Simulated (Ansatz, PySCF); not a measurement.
CH3F2InS. Atoms are numbered in the order given.

```xyz
8

In     0.0230    -0.5161     0.0000
F      0.8255    -2.2851     0.0000
F     -1.9382    -0.5075     0.0000
S      0.9576     1.6494     0.0000
C     -0.6128     2.6032     0.0000
H     -1.4913     1.9445     0.0000
H     -0.6328     3.2353    -0.8974
H     -0.6328     3.2353     0.8974
```
Charge 0, spin multiplicity 1.

Coordinates come from a PBE0-D3(BJ)/def2-SVP optimisation. The structure was generated by enumeration; whether it is a known compound was not checked. The def2 effective core potentials stand for the cores of In; spin–orbit coupling is left out. The values are those of a single conformer.

Vertical ionisation energy (IE) and electron affinity (EA) in eV. Rows of orbital energies are one-electron estimates. Where ΔSCF, EOM or ADC give a negative EA the extra electron is unbound and the value depends on the basis.

```tsv
level	IE	EA
−ε(HOMO), −ε(LUMO), HF/def2-TZVP (PySCF)	10.51	-0.70
−ε(HOMO), −ε(LUMO), PBE/def2-TZVP (PySCF)	6.56	3.52
ΔSCF, CAM-B3LYP/def2-SVPD (Ansatz), final states of multiplicity 2 and 2	10.05	1.12
ΔSCF, PBE/def2-SVPD (Ansatz), final states of multiplicity 2 and 2	9.85	1.14
```

What vertical singlet–triplet gap does ΔSCF give with CAM-B3LYP/def2-SVPD (Ansatz, an electronic-structure program) and with PBE/def2-SVPD (Ansatz)? (The exact figures need the calculation; the answer reports its results.)

3.55 and 3.41 eV (triplet above singlet where positive).
